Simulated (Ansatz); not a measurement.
Ansatz (a quantum-chemistry and plane-wave program) input (B3LYP-D3(BJ)/def2-TZVP):

Ansatz 0.2 input:
```yaml
crystal:
  periodic: [false, false, false]
  atoms:
    - {symbol: C, position_ang: [1.73121343, -0.22533808, -0.15520492]}
    - {symbol: Sn, position_ang: [-0.57488971, 0.07266232, 0.04503091]}
    - {symbol: O, position_ang: [-1.30514395, -0.85916789, -1.42904639]}
    - {symbol: O, position_ang: [-0.81785424, 1.94591303, -0.03824547]}
    - {symbol: O, position_ang: [-1.01351256, -0.68254936, 1.72182019]}
    - {symbol: H, position_ang: [1.87975821, -0.21333115, -1.23153807]}
    - {symbol: H, position_ang: [2.12917282, 0.63298479, 0.37936816]}
    - {symbol: H, position_ang: [1.88780444, -1.18699350, 0.32572222]}
    - {symbol: H, position_ang: [-1.66513309, -1.74752439, -1.31046589]}
    - {symbol: H, position_ang: [-1.09013859, 2.36186089, -0.86630677]}
    - {symbol: H, position_ang: [-1.12670327, -0.11369845, 2.49397208]}
basis:
  gaussian:
    orbitals: def2-TZVP
hamiltonian:
  xc: b3lyp
  dispersion: d3bj
total_charge: 1
magnetization: {spin_polarized: true, initial_magnetization: 1}
relax: {f_tol: 0.002, max_steps: 150}
```

Output:

```
Functional definition: B3LYP
integrals: 0.14 GiB planned
1329 factors; their error is unknown
mean field: 1.73 GiB planned
mean field evaluation 1: about -13075.3044 eV, gradient 9.5e1 eV
mean field evaluation 2: about -12984.5802 eV, gradient 1.7e2 eV
mean field evaluation 4: about -13102.8634 eV, gradient 1.9e1 eV
mean field evaluation 8: about -13104.5143 eV, gradient 2.1e-1 eV
mean field evaluation 16: about -13104.5699 eV, gradient 1.4e-3 eV
mean field -13104.56993241 eV, -481.5840624196 hartree, gradient 1.8e-5 eV, S^2 0.759560; 0 other end points of the search recorded, 0 dependent functions left out
the calculation of the forces begins
reference -13104.57020024 eV, -481.5840722619 hartree; 29, 28 occupied and 181, 182 virtual orbitals, 1329 factors
relax step   1: F+E_penalty+E_count = -13104.93260507 eV  Δ(F+E_penalty+E_count) = +0.000e0 eV  max|allowed force component| = 1.052e0 eV/Å  Δτ_max = 0.0000 Å  (40 SCF iters, accepted)
these checks for a lower state are left out or cut short: starts, cluster_reference, orbital_swaps, neighbouring_geometries, increment
integrals: 0.14 GiB planned
1329 factors; their error is unknown
mean field: 1.73 GiB planned
mean field -13104.66528721 eV, -481.5875666438 hartree, gradient 6.0e-5 eV, S^2 0.759482; 0 other end points of the search recorded, 0 dependent functions left out
the calculation of the forces begins
reference -13104.66555536 eV, -481.5875764983 hartree; 29, 28 occupied and 181, 182 virtual orbitals, 1329 factors
relax step   2: F+E_penalty+E_count = -13105.02850786 eV  Δ(F+E_penalty+E_count) = -9.590e-2 eV  max|allowed force component| = 2.970e-1 eV/Å  Δτ_max = 0.1326 Å  (39 SCF iters, accepted)
these checks for a lower state are left out or cut short: starts, cluster_reference, orbital_swaps, neighbouring_geometries, increment
integrals: 0.13 GiB planned
1329 factors; their error is unknown
mean field: 1.72 GiB planned
mean field evaluation 32: about -13104.6043 eV, gradient 2.4e0 eV
mean field -13104.68339618 eV, -481.5882321363 hartree, gradient 2.5e-5 eV, S^2 0.759105; 0 other end points of the search recorded, 0 dependent functions left out
the calculation of the forces begins
reference -13104.68366534 eV, -481.5882420278 hartree; 29, 28 occupied and 181, 182 virtual orbitals, 1329 factors
relax step   3: F+E_penalty+E_count = -13105.04274705 eV  Δ(F+E_penalty+E_count) = -1.424e-2 eV  max|allowed force component| = 2.005e-1 eV/Å  Δτ_max = 0.0507 Å  (40 SCF iters, accepted)
these checks for a lower state are left out or cut short: starts, cluster_reference, orbital_swaps, neighbouring_geometries, increment
integrals: 0.13 GiB planned
1329 factors; their error is unknown
mean field: 1.72 GiB planned
mean field -13104.68879977 eV, -481.5884307145 hartree, gradient 2.0e-5 eV, S^2 0.758792; 0 other end points of the search recorded, 0 dependent functions left out
the calculation of the forces begins
reference -13104.68906830 eV, -481.5884405826 hartree; 29, 28 occupied and 181, 182 virtual orbitals, 1329 factors
relax step   4: F+E_penalty+E_count = -13105.04950839 eV  Δ(F+E_penalty+E_count) = -6.761e-3 eV  max|allowed force component| = 1.055e-1 eV/Å  Δτ_max = 0.0173 Å  (39 SCF iters, accepted)
these checks for a lower state are left out or cut short: starts, cluster_reference, orbital_swaps, neighbouring_geometries, increment
integrals: 0.13 GiB planned
1329 factors; their error is unknown
mean field: 1.72 GiB planned
mean field -13104.69169704 eV, -481.5885371873 hartree, gradient 1.8e-5 eV, S^2 0.758421; 0 other end points of the search recorded, 0 dependent functions left out
the calculation of the forces begins
reference -13104.69196504 eV, -481.5885470358 hartree; 29, 28 occupied and 181, 182 virtual orbitals, 1329 factors
relax step   5: F+E_penalty+E_count = -13105.05331445 eV  Δ(F+E_penalty+E_count) = -3.806e-3 eV  max|allowed force component| = 8.141e-3 eV/Å  Δτ_max = 0.0283 Å  (39 SCF iters, accepted)
these checks for a lower state are left out or cut short: starts, cluster_reference, orbital_swaps, neighbouring_geometries, increment
integrals: 0.13 GiB planned
1329 factors; their error is unknown
mean field: 1.72 GiB planned
[...]
the calculation of the forces begins
reference -13104.69207714 eV, -481.5885511554 hartree; 29, 28 occupied and 181, 182 virtual orbitals, 1329 factors
relax step   6: F+E_penalty+E_count = -13105.05346720 eV  Δ(F+E_penalty+E_count) = -1.527e-4 eV  max|allowed force component| = 2.382e-3 eV/Å  Δτ_max = 0.0195 Å  (39 SCF iters, accepted)
these checks for a lower state are left out or cut short: starts, cluster_reference, orbital_swaps, neighbouring_geometries, increment
integrals: 0.13 GiB planned
1329 factors; their error is unknown
mean field: 1.72 GiB planned
mean field evaluation 64: about -13104.6916 eV, gradient 4.0e-3 eV
mean field -13104.69162578 eV, -481.5885345684 hartree, gradient 2.5e-5 eV, S^2 0.758302; 0 other end points of the search recorded, 0 dependent functions left out
the calculation of the forces begins
reference -13104.69189340 eV, -481.5885444034 hartree; 29, 28 occupied and 181, 182 virtual orbitals, 1329 factors
relax step   7: F+E_penalty+E_count = -13105.05334437 eV  Δ(F+E_penalty+E_count) = +1.228e-4 eV  max|allowed force component| = 9.311e-2 eV/Å  Δτ_max = 0.0735 Å  (37 SCF iters, rejected (line search))
these checks for a lower state are left out or cut short: starts, cluster_reference, orbital_swaps, neighbouring_geometries, increment
integrals: 0.13 GiB planned
1329 factors; their error is unknown
mean field: 1.72 GiB planned
mean field -13104.69200322 eV, -481.5885484392 hartree, gradient 8.2e-6 eV, S^2 0.758365; 0 other end points of the search recorded, 0 dependent functions left out
the calculation of the forces begins
reference -13104.69227102 eV, -481.5885582806 hartree; 29, 28 occupied and 181, 182 virtual orbitals, 1329 factors
relax step   8: F+E_penalty+E_count = -13105.05365298 eV  Δ(F+E_penalty+E_count) = -1.858e-4 eV  max|allowed force component| = 3.222e-3 eV/Å  Δτ_max = 0.0359 Å  (38 SCF iters, accepted)
these checks for a lower state are left out or cut short: starts, cluster_reference, orbital_swaps, neighbouring_geometries, increment
integrals: 0.13 GiB planned
1329 factors; their error is unknown
mean field: 1.72 GiB planned
mean field -13104.69147808 eV, -481.5885291406 hartree, gradient 1.1e-5 eV, S^2 0.758333; 0 other end points of the search recorded, 0 dependent functions left out
the calculation of the forces begins
reference -13104.69174560 eV, -481.5885389717 hartree; 29, 28 occupied and 181, 182 virtual orbitals, 1329 factors
relax step   9: F+E_penalty+E_count = -13105.05312546 eV  Δ(F+E_penalty+E_count) = +5.275e-4 eV  max|allowed force component| = 1.199e-1 eV/Å  Δτ_max = 0.0773 Å  (37 SCF iters, rejected (line search))
these checks for a lower state are left out or cut short: starts, cluster_reference, orbital_swaps, neighbouring_geometries, increment
integrals: 0.13 GiB planned
1329 factors; their error is unknown
mean field: 1.72 GiB planned
mean field -13104.69205720 eV, -481.5885504227 hartree, gradient 9.0e-6 eV, S^2 0.758360; 0 other end points of the search recorded, 0 dependent functions left out
the calculation of the forces begins
reference -13104.69232491 eV, -481.5885602611 hartree; 29, 28 occupied and 181, 182 virtual orbitals, 1329 factors
relax step  10: F+E_penalty+E_count = -13105.05371322 eV  Δ(F+E_penalty+E_count) = -6.023e-5 eV  max|allowed force component| = 6.397e-3 eV/Å  Δτ_max = 0.0177 Å  (39 SCF iters, accepted)
these checks for a lower state are left out or cut short: starts, cluster_reference, orbital_swaps, neighbouring_geometries, increment
integrals: 0.13 GiB planned
1329 factors; their error is unknown
mean field: 1.72 GiB planned
mean field -13104.69200441 eV, -481.5885484829 hartree, gradient 8.4e-6 eV, S^2 0.758373; 0 other end points of the search recorded, 0 dependent functions left out
the calculation of the forces begins
reference -13104.69227195 eV, -481.5885583146 hartree; 29, 28 occupied and 181, 182 virtual orbitals, 1329 factors
relax step  11: F+E_penalty+E_count = -13105.05366680 eV  Δ(F+E_penalty+E_count) = +4.641e-5 eV  max|allowed force component| = 4.375e-2 eV/Å  Δτ_max = 0.0489 Å  (38 SCF iters, rejected (line search))
these checks for a lower state are left out or cut short: starts, cluster_reference, orbital_swaps, neighbouring_geometries, increment
integrals: 0.13 GiB planned
1329 factors; their error is unknown
mean field: 1.72 GiB planned
mean field evaluation 96: about -13104.6349 eV, gradient 2.5e-3 eV
mean field -13104.69212259 eV, -481.5885528259 hartree, gradient 9.6e-6 eV, S^2 0.758359; 0 other end points of the search recorded, 0 dependent functions left out
the calculation of the forces begins
reference -13104.69239022 eV, -481.5885626609 hartree; 29, 28 occupied and 181, 182 virtual orbitals, 1329 factors
relax step  12: F+E_penalty+E_count = -13105.05376277 eV  Δ(F+E_penalty+E_count) = -4.956e-5 eV  max|allowed force component| = 1.741e-3 eV/Å  Δτ_max = 0.0216 Å  (38 SCF iters, accepted)
these checks for a lower state are left out or cut short: starts, cluster_reference, orbital_swaps, neighbouring_geometries, increment
integrals: 0.13 GiB planned
1329 factors; their error is unknown
mean field: 1.72 GiB planned
mean field -13104.69209773 eV, -481.5885519124 hartree, gradient 8.0e-6 eV, S^2 0.758353; 0 other end points of the search recorded, 0 dependent functions left out
the calculation of the forces begins
reference -13104.69236525 eV, -481.5885617435 hartree; 29, 28 occupied and 181, 182 virtual orbitals, 1329 factors
relax step  13: F+E_penalty+E_count = -13105.05376848 eV  Δ(F+E_penalty+E_count) = -5.713e-6 eV  max|allowed force component| = 1.431e-2 eV/Å  Δτ_max = 0.0244 Å  (37 SCF iters, accepted)
these checks for a lower state are left out or cut short: starts, cluster_reference, orbital_swaps, neighbouring_geometries, increment
integrals: 0.13 GiB planned
1329 factors; their error is unknown
mean field: 1.72 GiB planned
mean field -13104.69213758 eV, -481.5885533766 hartree, gradient 9.7e-6 eV, S^2 0.758357; 0 other end points of the search recorded, 0 dependent functions left out
the calculation of the forces begins
reference -13104.69240512 eV, -481.5885632086 hartree; 29, 28 occupied and 181, 182 virtual orbitals, 1329 factors
relax step  14: F+E_penalty+E_count = -13105.05377649 eV  Δ(F+E_penalty+E_count) = -8.008e-6 eV  max|allowed force component| = 4.955e-3 eV/Å  Δτ_max = 0.0051 Å  (41 SCF iters, accepted)
these checks for a lower state are left out or cut short: starts, cluster_reference, orbital_swaps, neighbouring_geometries, increment
integrals: 0.13 GiB planned
1329 factors; their error is unknown
mean field: 1.72 GiB planned
mean field -13104.69212765 eV, -481.5885530119 hartree, gradient 1.8e-5 eV, S^2 0.758356; 0 other end points of the search recorded, 0 dependent functions left out
the calculation of the forces begins
reference -13104.69239520 eV, -481.5885628439 hartree; 29, 28 occupied and 181, 182 virtual orbitals, 1329 factors
relax step  15: F+E_penalty+E_count = -13105.05377867 eV  Δ(F+E_penalty+E_count) = -2.178e-6 eV  max|allowed force component| = 2.054e-3 eV/Å  Δτ_max = 0.0019 Å  (31 SCF iters, accepted)
these checks for a lower state are left out or cut short: starts, cluster_reference, orbital_swaps, neighbouring_geometries, increment
integrals: 0.13 GiB planned
1329 factors; their error is unknown
mean field: 1.72 GiB planned
mean field -13104.69212642 eV, -481.5885529667 hartree, gradient 9.4e-6 eV, S^2 0.758356; 0 other end points of the search recorded, 0 dependent functions left out
the calculation of the forces begins
reference -13104.69239396 eV, -481.5885627986 hartree; 29, 28 occupied and 181, 182 virtual orbitals, 1329 factors
relax step  16: F+E_penalty+E_count = -13105.05377906 eV  Δ(F+E_penalty+E_count) = -3.928e-7 eV  max|allowed force component| = 1.391e-3 eV/Å  Δτ_max = 0.0012 Å  (28 SCF iters, accepted)
these checks for a lower state are left out or cut short: starts, cluster_reference, orbital_swaps, neighbouring_geometries, increment
integrals: 0.13 GiB planned
1329 factors; their error is unknown
mean field: 1.72 GiB planned
mean field evaluation 128: about -13104.6347 eV, gradient 3.1e-1 eV
mean field -13104.69212810 eV, -481.5885530285 hartree, gradient 1.1e-5 eV, S^2 0.758354; 0 other end points of the search recorded, 0 dependent functions left out
the calculation of the forces begins
reference -13104.69239563 eV, -481.5885628600 hartree; 29, 28 occupied and 181, 182 virtual orbitals, 1329 factors
relax step  17: F+E_penalty+E_count = -13105.05377939 eV  Δ(F+E_penalty+E_count) = -3.234e-7 eV  max|allowed force component| = 1.869e-4 eV/Å  Δτ_max = 0.0024 Å  (28 SCF iters, accepted)
integrals: 0.13 GiB planned
1329 factors; their error is unknown
mean field: 1.72 GiB planned
mean field -13104.69212810 eV, -481.5885530285 hartree, gradient 1.3e-5 eV, S^2 0.758354; 1 other end points of the search recorded, 0 dependent functions left out
the calculation of the forces begins
reference -13104.69239563 eV, -481.5885628600 hartree; 29, 28 occupied and 181, 182 virtual orbitals, 1329 factors
Total energy: -13105.05404692 eV, -481.6018532995 hartree
Atom 0 at     1.730984    -0.226217    -0.154513 Å, force     0.000092     0.000097    -0.000114 eV/Å
Atom 1 at    -0.665128     0.085518     0.051549 Å, force    -0.000128     0.000018    -0.000001 eV/Å
Atom 2 at    -1.290263    -0.855620    -1.512326 Å, force     0.000027     0.000018     0.000056 eV/Å
Atom 3 at    -0.786521     2.010466     0.005000 Å, force     0.000012    -0.000062    -0.000011 eV/Å
Atom 4 at    -0.996680    -0.757871     1.754787 Å, force     0.000022     0.000026    -0.000040 eV/Å
Atom 5 at     1.778118    -0.375980    -1.228576 Å, force     0.000005     0.000021     0.000187 eV/Å
Atom 6 at     2.048765     0.733969     0.239587 Å, force    -0.000027    -0.000124    -0.000065 eV/Å
Atom 7 at     1.831728    -1.097207     0.485391 Å, force    -0.000022     0.000012    -0.000017 eV/Å
Atom 8 at    -1.582741    -1.769773    -1.372510 Å, force     0.000013     0.000041     0.000018 eV/Å
Atom 9 at    -0.994640     2.404866    -0.856339 Å, force     0.000005    -0.000042     0.000026 eV/Å
Atom 10 at    -1.039049    -0.167333     2.523057 Å, force     0.000001    -0.000005    -0.000039 eV/Å
Dipole moment:     0.581747    -0.075669    -0.050054 e Å
```
